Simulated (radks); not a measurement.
Effect of the nuclear size on the vanadium ion V2+, [Ar] 3d3. Calculated with a radial shooting solver on a logarithmic mesh with Libxc functionals: Dirac Kohn-Sham, PBE, spin-unpolarised, spherical densities, finite nucleus; open shells fill j = l - 1/2 first; Fermi nuclear charge, rms radius 3.6002 fm. The rms radius is varied about that value; shifts are against it.

rms radius (fm)	total energy shift (eV)	density at nucleus (e/bohr^3)	1s1/2 shift (meV)	2s1/2 shift (meV)	3s1/2 shift (meV)
3.0818	-0.0159	9934	-6.75	-0.580	-0.081
3.3734	-0.00727	9904	-3.08	-0.264	-0.037
3.6002	0	9882	0.000	0.000	0.000
3.9314	0.0114	9853	4.84	0.416	0.058
4.4498	0.0313	9812	13.3	1.14	0.159

Slopes of the eigenvalues against <r^2> in GHz/fm^2, as finite differences over the two radii next to the reference (eigenvalue slopes, not the field-shift constants of lines): 1s1/2 470, 2s1/2 40.3, 3s1/2 5.63.
